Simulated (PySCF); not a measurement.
## State search for BiO⁺

Unrestricted PBE0; basis Bi def2-SVPD with ECP60, O def2-SVPD; scalar-relativistic core potentials; PySCF 2.14. Outer shells of the fragments: Bi+ 5d10 6s2 6p2; O 2s2 2p4.

Followed along the bond (rough minima from three points):

| 2Ms+1 | unpaired | ⟨S²⟩ at the start | R at minimum (Å) | Te (eV) |
| --- | --- | --- | --- | --- |
| 1 | none | 0.00 | 1.88 | 0.00 |
| 3 | π ↑↑ | 2.01 | 2.10 | 1.61 |
| 3 | π ↑↑ | 2.01 | 2.11 | 1.91 |
| 1 | π ↑↓ | 1.01 | 2.12 | 1.98 |
| 5 | π ↑↑↑↑ | 6.01 | none in the scan | ≤ 3.43 |

Solutions found at the starting distance of 2.160 Å, counted from the lowest of them; the search is not exhaustive and high or unbound solutions are not listed, so other states can lie among these:

```tsv
2Ms+1	unpaired	term	E (eV)	⟨S²⟩	⟨Lz²⟩	μ (D)
1	none	¹Σ⁺	0.00	0.00	0.00	-4.41
3	π ↑↑	mixed	0.57	2.01	2.01	-2.46
3	π ↑↑	mixed	0.86	2.01	2.00	-2.64
1	π ↑↓	mixed	0.92	1.01	2.02	-2.71
3	σ ↑, π ↑	³Π	1.90	2.03	1.03	-3.29
1	σ ↓, π ↑	mixed	2.00	1.16	1.01	-3.00
```

A term symbol is given only where ⟨S²⟩ and ⟨Lz²⟩ are close to those of a pure state; real π, δ and φ orbitals otherwise mix terms. A positive dipole points towards O; it is taken about the centre of mass and depends on that origin.

Problem. Compare the gap between the two lowest followed solutions at the starting distance with the gap between their minima.

Solution. At PBE0 the second solution (triplet, unpaired electrons π ↑↑) lies +0.57 eV from the first (singlet, closed shell) at 2.160 Å and +1.61 eV at the minima; the two curves relax by different amounts, since their minima lie near 2.10 and 1.88 Å.

These are scalar-relativistic numbers at best; spin–orbit coupling would shift them, the dissociation energy most.
